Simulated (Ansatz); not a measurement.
The cluster TaO₂⁻. The state is a singlet with charge -1. Geometry relaxed at PBE-D4/def2-TZVPD.

```xyz
3

Ta    0.072    0.615    0.322
O    -0.074   -0.962    1.096
O     0.002    0.347   -1.418
```

In the def2 sets Ta takes a core potential; there is no spin–orbit coupling. The structure comes from a short search, and lower isomers may exist.

Estimate the harmonic wavenumbers at RKS PBE-D4/def2-TZVPD (Ansatz, unscaled). Is this a minimum?

301, 864, 930 cm⁻¹. Yes, no mode is imaginary beyond noise. Zero-point energy 12.5 kJ/mol. Hardware: 2 threads of Arm Neoverse V2 on a shared host. Wall time 6 s.
